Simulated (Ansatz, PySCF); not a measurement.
Cd(I)(GeH3) (CdGeH₃I), SMILES [Cd]([GeH3])[I]. Atoms are numbered in the order given.

```xyz
6

Cd     0.0079    -0.2181     0.1115
I     -0.4031     1.6522    -1.6816
Ge     0.4031    -2.0160     1.8357
H      1.3271    -3.1121     1.2805
H      1.0612    -1.4300     3.0954
H     -0.9221    -2.6748     2.2520
```

Geometry optimised at r2SCAN-D4/def2-SVP. The structure was generated by enumeration; whether it is a known compound was not checked. The def2 effective core potentials stand for the cores of Cd, I; spin–orbit coupling is left out.

Two levels are set side by side: PBE-D3(BJ)/def2-SVP (Ansatz, a program for electronic structure) and r2SCAN-D4/def2-SVP (Ansatz). Each level has its own optimised geometry; the coordinates shown are those of the second. Frequencies come from the Hessian of PySCF at each geometry. Differences are taken from unrounded values.

| quantity | r2SCAN-D4 |
|---|---|
| mean bond length (Å) | 1.952 |
| bond Cd1–I2 (Å) | 2.623 |
| bond Cd1–Ge3 (Å) | 2.522 |
| bond Ge3–H4 (Å) | 1.537 |
| bond Ge3–H5 (Å) | 1.537 |
| bond Ge3–H6 (Å) | 1.537 |
| highest harmonic wavenumber (cm⁻¹) | 2148 |
| mean harmonic wavenumber (cm⁻¹) | 861 |
| zero-point energy (kcal/mol) | 14.78 |

### Question
What does PBE-D3(BJ) give, and how far is it from r2SCAN-D4? (The exact figures need the calculation; the answer reports its results.)

### Answer

| quantity | PBE-D3(BJ) | PBE-D3(BJ) minus r2SCAN-D4 |
|---|---|---|
| mean bond length (Å) | 1.968 | 0.017 |
| bond Cd1–I2 (Å) | 2.641 | 0.017 |
| bond Cd1–Ge3 (Å) | 2.544 | 0.022 |
| bond Ge3–H4 (Å) | 1.552 | 0.015 |
| bond Ge3–H5 (Å) | 1.552 | 0.015 |
| bond Ge3–H6 (Å) | 1.552 | 0.015 |
| highest harmonic wavenumber (cm⁻¹) | 2083 | -65 |
| mean harmonic wavenumber (cm⁻¹) | 833 | -29 |
| zero-point energy (kcal/mol) | 14.28 | -0.50 |
